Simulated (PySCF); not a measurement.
**Molecular orbitals of RbBe⁺**

MN15 at R = 3.724 Å; basis Rb def2-SVP with ECP28, Be def2-SVP; scalar-relativistic core potentials; PySCF 2.14. State: ¹Σ⁺ (singlet), closed shell. Only the outer orbitals are listed, counted within each symmetry, core potentials removing the inner ones.

```csv
orbital,occ.,ε (eV),on Rb (%),main shells (%)
2σ,2,-41.03,100,100 Rb s
1π,2,-23.53,100,100 Rb p
1π,2,-23.53,100,100 Rb p
3σ,2,-23.51,100,100 Rb p
4σ,2,-10.47,5,94 Be s
5σ,0,-5.03,26,"70 Be p, 25 Rb s"
2π,0,-4.60,9,91 Be p
2π,0,-4.60,9,91 Be p
```

Question: Which are the highest filled and the lowest empty level, where do they sit, and how wide is the gap?

Answer: Highest filled 4σ at -10.47 eV (in %: 94 Be s); lowest empty 5σ at -5.03 eV (in %: 70 Be p, 25 Rb s); the gap at MN15 is 5.44 eV.

```json
{"bond order (Mayer)": "0.21", "⟨S²⟩": "0.000", "charge on Rb (Mulliken, basis-dependent)": "0.89", "charge on Rb (Löwdin, basis-dependent)": "0.68", "dipole moment (positive dipole points towards Be; it is taken about the centre of mass and depends on that origin)": "0.52 D"}
```

Closed-shell solutions of metal pairs were not tested for spin polarisation, which can lower them a little.
